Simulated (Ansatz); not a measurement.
## A geometry optimisation of CH6F2Si2 with B3LYP/6-31G*

The starting geometry of this gas-phase singlet was optimised with GFN2-xTB; its bonds are those of `C[SiH2][SiH](F)F`.

```xyz
11

C    -1.9924    2.3695    0.2535
F     0.4833   -0.0791    1.9825
F    -1.7894   -0.9871    2.1933
Si   -1.4027    0.7372   -0.5232
Si   -0.6632   -0.7432    1.0726
H    -2.8082    2.1997    0.9522
H    -1.1890    2.8560    0.8016
H    -2.3452    3.0667   -0.5020
H    -2.5127    0.1443   -1.2857
H    -0.3262    1.0276   -1.4831
H    -0.1565   -2.0754    0.7982
```

Problem. Predict what it relaxes into with B3LYP/6-31G*.

Solution. It keeps its bonds, and is `C[SiH2][SiH](F)F`.

The energy falls by 0.16 eV over 8 steps:

| step | E − E(last) (eV) |
| --- | --- |
| 1 | 0.159 |
| 2 | 0.024 |
| 3 | 0.008 |
| 4 | 0.002 |
| 5 | 0.000 |
| 6 | 0.000 |
| 7 | 0.000 |
| 8 | 0.000 |

Final geometry (Å):

```xyz
11

C    -2.0065    2.4041    0.2431
F     0.5600   -0.0913    1.9948
F    -1.8334   -1.0534    2.2145
Si   -1.4089    0.7585   -0.4771
Si   -0.6548   -0.7442    1.1545
H    -2.8407    2.2509    0.9359
H    -1.2024    2.9114    0.7863
H    -2.3477    3.0691   -0.5578
H    -2.5057    0.0832   -1.2296
H    -0.2840    0.9785   -1.4319
H    -0.1780   -2.0507    0.6274
```

Frequencies at the end are all real (lowest 44 cm⁻¹). Run with Ansatz 0.2.0, 13 s on 2 threads of Arm Neoverse V2 (shared host).
